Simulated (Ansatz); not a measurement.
Ansatz (a quantum-chemistry and plane-wave program) input (HF/3-21G): The .json file is the Basis Set Exchange's 3-21G.

Ansatz 0.2 input:
```yaml
crystal:
  periodic: [false, false, false]
  atoms:
    - {symbol: Si, position_ang: [-0.94993708, -0.83564680, 1.10250010]}
    - {symbol: H, position_ang: [-1.96699206, -1.27017228, 0.05437631]}
    - {symbol: Br, position_ang: [0.43617460, 0.37054936, -0.44255365]}
basis:
  gaussian:
    orbitals: 3-21G.json
hamiltonian:
  xc: {name: HF}
phonons: {temperatures: {t_min: 298.15, t_max: 298.15, t_step: 100}}
```

Output:

```
Functional definition: HF
integrals: 0.00 GiB planned
396 factors; integrals over basis functions are off by at most 3.0e-4 eV
mean field: 0.07 GiB planned
mean field evaluation 1: about -77498.0200 eV, gradient 1.0e1 eV
mean field evaluation 2: about -77498.0216 eV, gradient 1.0e1 eV
mean field evaluation 4: about -77498.5636 eV, gradient 7.1e-1 eV
mean field evaluation 8: about -77498.5685 eV, gradient 2.3e-2 eV
mean field -77498.56849465 eV, -2848.0198617621 hartree, gradient 6.9e-5 eV, S^2 0.000000; 0 other end points of the search recorded, 0 dependent functions left out
the calculation of the forces begins
reference -77498.56849465 eV, -2848.0198617621 hartree; 25, 25 occupied and 13, 13 virtual orbitals, 396 factors
these checks for a lower state are left out or cut short: stability, starts, cluster_reference, orbital_swaps, neighbouring_geometries, increment
integrals: 0.00 GiB planned
396 factors; integrals over basis functions are off by at most 3.0e-4 eV
mean field: 0.07 GiB planned
mean field evaluation 16: about -77498.5685 eV, gradient 2.4e-6 eV
mean field -77498.56845710 eV, -2848.0198603821 hartree, gradient 2.4e-6 eV, S^2 0.000000; 0 other end points of the search recorded, 0 dependent functions left out
the calculation of the forces begins
reference -77498.56845710 eV, -2848.0198603821 hartree; 25, 25 occupied and 13, 13 virtual orbitals, 396 factors
these checks for a lower state are left out or cut short: stability, starts, cluster_reference, orbital_swaps, neighbouring_geometries, increment
integrals: 0.00 GiB planned
396 factors; integrals over basis functions are off by at most 3.0e-4 eV
mean field: 0.07 GiB planned
mean field -77498.56844978 eV, -2848.0198601132 hartree, gradient 2.8e-6 eV, S^2 0.000000; 0 other end points of the search recorded, 0 dependent functions left out
the calculation of the forces begins
reference -77498.56844978 eV, -2848.0198601132 hartree; 25, 25 occupied and 13, 13 virtual orbitals, 396 factors
these checks for a lower state are left out or cut short: stability, starts, cluster_reference, orbital_swaps, neighbouring_geometries, increment
integrals: 0.00 GiB planned
396 factors; integrals over basis functions are off by at most 3.0e-4 eV
mean field: 0.07 GiB planned
mean field evaluation 32: about -77498.5685 eV, gradient 2.8e-6 eV
mean field -77498.56847752 eV, -2848.0198611323 hartree, gradient 2.8e-6 eV, S^2 0.000000; 0 other end points of the search recorded, 0 dependent functions left out
the calculation of the forces begins
reference -77498.56847752 eV, -2848.0198611323 hartree; 25, 25 occupied and 13, 13 virtual orbitals, 396 factors
these checks for a lower state are left out or cut short: stability, starts, cluster_reference, orbital_swaps, neighbouring_geometries, increment
integrals: 0.00 GiB planned
396 factors; integrals over basis functions are off by at most 3.0e-4 eV
mean field: 0.07 GiB planned
mean field -77498.56846686 eV, -2848.0198607406 hartree, gradient 1.6e-6 eV, S^2 0.000000; 0 other end points of the search recorded, 0 dependent functions left out
the calculation of the forces begins
reference -77498.56846686 eV, -2848.0198607406 hartree; 25, 25 occupied and 13, 13 virtual orbitals, 396 factors
these checks for a lower state are left out or cut short: stability, starts, cluster_reference, orbital_swaps, neighbouring_geometries, increment
integrals: 0.00 GiB planned
396 factors; integrals over basis functions are off by at most 3.0e-4 eV
mean field: 0.07 GiB planned
mean field -77498.56846224 eV, -2848.0198605708 hartree, gradient 1.2e-6 eV, S^2 0.000000; 0 other end points of the search recorded, 0 dependent functions left out
the calculation of the forces begins
reference -77498.56846224 eV, -2848.0198605708 hartree; 25, 25 occupied and 13, 13 virtual orbitals, 396 factors
these checks for a lower state are left out or cut short: stability, starts, cluster_reference, orbital_swaps, neighbouring_geometries, increment
integrals: 0.00 GiB planned
396 factors; integrals over basis functions are off by at most 3.0e-4 eV
mean field: 0.07 GiB planned
mean field -77498.56847075 eV, -2848.0198608836 hartree, gradient 2.9e-6 eV, S^2 0.000000; 0 other end points of the search recorded, 0 dependent functions left out
the calculation of the forces begins
reference -77498.56847075 eV, -2848.0198608836 hartree; 25, 25 occupied and 13, 13 virtual orbitals, 396 factors
these checks for a lower state are left out or cut short: stability, starts, cluster_reference, orbital_swaps, neighbouring_geometries, increment
integrals: 0.00 GiB planned
396 factors; integrals over basis functions are off by at most 3.0e-4 eV
mean field: 0.07 GiB planned
mean field -77498.56847631 eV, -2848.0198610879 hartree, gradient 2.2e-6 eV, S^2 0.000000; 0 other end points of the search recorded, 0 dependent functions left out
the calculation of the forces begins
reference -77498.56847631 eV, -2848.0198610879 hartree; 25, 25 occupied and 13, 13 virtual orbitals, 396 factors
these checks for a lower state are left out or cut short: stability, starts, cluster_reference, orbital_swaps, neighbouring_geometries, increment
integrals: 0.00 GiB planned
396 factors; integrals over basis functions are off by at most 3.0e-4 eV
mean field: 0.07 GiB planned
mean field evaluation 64: about -77498.5685 eV, gradient 9.5e-5 eV
mean field -77498.56848471 eV, -2848.0198613968 hartree, gradient 1.8e-6 eV, S^2 0.000000; 0 other end points of the search recorded, 0 dependent functions left out
the calculation of the forces begins
reference -77498.56848471 eV, -2848.0198613968 hartree; 25, 25 occupied and 13, 13 virtual orbitals, 396 factors
these checks for a lower state are left out or cut short: stability, starts, cluster_reference, orbital_swaps, neighbouring_geometries, increment
integrals: 0.00 GiB planned
396 factors; integrals over basis functions are off by at most 3.0e-4 eV
mean field: 0.07 GiB planned
mean field -77498.56847570 eV, -2848.0198610655 hartree, gradient 2.0e-6 eV, S^2 0.000000; 0 other end points of the search recorded, 0 dependent functions left out
the calculation of the forces begins
reference -77498.56847570 eV, -2848.0198610655 hartree; 25, 25 occupied and 13, 13 virtual orbitals, 396 factors
these checks for a lower state are left out or cut short: stability, starts, cluster_reference, orbital_swaps, neighbouring_geometries, increment
integrals: 0.00 GiB planned
396 factors; integrals over basis functions are off by at most 3.0e-4 eV
mean field: 0.07 GiB planned
mean field -77498.56847450 eV, -2848.0198610213 hartree, gradient 1.3e-6 eV, S^2 0.000000; 0 other end points of the search recorded, 0 dependent functions left out
the calculation of the forces begins
reference -77498.56847450 eV, -2848.0198610213 hartree; 25, 25 occupied and 13, 13 virtual orbitals, 396 factors
these checks for a lower state are left out or cut short: stability, starts, cluster_reference, orbital_swaps, neighbouring_geometries, increment
integrals: 0.00 GiB planned
396 factors; integrals over basis functions are off by at most 3.0e-4 eV
mean field: 0.07 GiB planned
mean field -77498.56848705 eV, -2848.0198614827 hartree, gradient 9.8e-7 eV, S^2 0.000000; 0 other end points of the search recorded, 0 dependent functions left out
the calculation of the forces begins
reference -77498.56848705 eV, -2848.0198614827 hartree; 25, 25 occupied and 13, 13 virtual orbitals, 396 factors
these checks for a lower state are left out or cut short: stability, starts, cluster_reference, orbital_swaps, neighbouring_geometries, increment
integrals: 0.00 GiB planned
396 factors; integrals over basis functions are off by at most 3.0e-4 eV
mean field: 0.07 GiB planned
mean field -77498.56848931 eV, -2848.0198615656 hartree, gradient 1.6e-6 eV, S^2 0.000000; 0 other end points of the search recorded, 0 dependent functions left out
the calculation of the forces begins
reference -77498.56848931 eV, -2848.0198615656 hartree; 25, 25 occupied and 13, 13 virtual orbitals, 396 factors
Total energy: -77498.56849465 eV, -2848.0198617621 hartree
Atom 0 at    -0.949937    -0.835647     1.102500 Å, force     0.001513     0.000354     0.002976 eV/Å
Atom 1 at    -1.966992    -1.270172     0.054376 Å, force    -0.001641    -0.000565    -0.002349 eV/Å
Atom 2 at     0.436175     0.370549    -0.442554 Å, force     0.000128     0.000211    -0.000627 eV/Å
Dipole moment:    -0.409247    -0.319244     0.277552 e Å
Vibrations: 346.43 800.72 2101.12 cm⁻¹, zero-point energy 0.201367 eV
```

The blocks after the first are displaced geometries, from whose forces the wavenumbers follow.
